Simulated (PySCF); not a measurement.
Correlation energy of I⁴⁵⁺ (iodine, charge +45)

[He] 2s2 2p4, high-spin 3P determinant. Calculation: PySCF 2.14, in an even-tempered Gaussian basis (19 s from 20 bohr⁻², ratio 2.2; 12 p from 26 bohr⁻², ratio 2.2; 6 d from 110 bohr⁻², ratio 2.4; 5 f from 160 bohr⁻², ratio 2.4; 4 g from 240 bohr⁻², ratio 2.4); scalar relativity by spin-free X2C-1e. Frozen: nothing; 8 electrons correlated; the 11 highest virtual orbitals of each spin left out.

```csv
level,correlation energy (mhartree)
CCSD,-299.10
(T),-0.06
CCSD(T),-299.16
```

Diagnostics: T1 = 4.9e-05, D1 = 0.0002, largest double amplitude 0.004.

Spin-orbit coupling is strong in this species (close to jj coupling), so the high-spin LS determinant is a model state, not a physical level.

Cost of the coupled-cluster step: 150 s of wall time on 2 threads of Neoverse-V1 (shared host), for 8 correlated electrons.

At this charge the one-electron X2C treatment keeps the bare 1/r₁₂, with no two-electron picture change or Breit term. That inflates the 1s pair energies well beyond their four-component values; and a scalar Hamiltonian misses the large spin-orbit splitting of the p shells, which matters for ns² → np² pairs.

Spin-orbit coupling is strong in this species, so the high-spin LS determinant is a model state.
